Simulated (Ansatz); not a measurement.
Basis-set extrapolation for CH$_{4}$BNO$_{2}$ (`NB(O)C=O`) (PBE0-D4/def2-TZVP geometry, frozen core, Ansatz 0.2.0). Multiplicity 1, RHF reference.

|  | def2-TZVPP | def2-QZVPP |
| --- | --- | --- |
| HF | -269.262204 | -269.274804 |
| MP2 correlation | -0.928946 | -0.999038 |
| CCSD(T) correlation | -0.986829 | not run |

Energies in hartree. Use E(X) = E(∞) + A·exp(−7.88·√X) for Hartree–Fock and E(X) = E(∞) + B·X^(−2.97) for correlation, with X = 3 and 4, and add CCSD(T) minus MP2 of the smaller set to the MP2 limit.

What is the CCSD(T) energy at the basis-set limit?

HF limit: -269.274804 + (-0.012600) × 0.13774 = -269.27654. MP2 limit: -0.999038 + (-0.070092) × 0.74074 = -1.05096. Higher-order term: -0.986829 − (-0.928946) = -0.05788. Total: -270.38538 hartree, 358.0 kJ/mol below CCSD(T)/def2-TZVPP.
